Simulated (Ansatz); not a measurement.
Coupled-cluster diagnostics for Cs3Br2, Ansatz.

Geometry of the doublet (PBE0-D4/def2-SVP):

Cartesian coordinates in Å:
```
Cs 0.970 0.450 -2.501
Cs -2.639 -0.607 0.302
Cs 1.659 0.157 2.167
Br 0.457 -2.063 -0.181
Br -0.447 2.062 0.212
```

In the def2 sets Cs takes a core potential; there is no spin–orbit coupling. Correlated methods freeze 18 core orbitals; core or outer-core shells of Cs, Br are correlated, in sets that lack core-valence functions. The structure comes from a short search, and lower isomers may exist.

Question: Estimate the CCSD(T) correlation energy, the shares of MP2 and (T), T1 and the reference's ⟨S²⟩ for: charge 0, doublet, own geometry in def2-SVP; and the rough time on 4 threads of AMD EPYC 7B13 on a shared host.

Answer: 
| state | basis | correlation (eV) | MP2 share (%) | (T) share (%) | T1 | ⟨S²⟩ (pure) | wall time |
| --- | --- | --- | --- | --- | --- | --- | --- |
| charge 0, doublet, own geometry | def2-SVP | -17.024 | 95.7 | 2.0 | 0.014 | 0.75 (0.75) | 2.3 min |
Customary marks for T1 are 0.02 (closed shells), 0.045 (open shells) and about 0.05 (3d metals). T1 stays under 0.02 throughout.
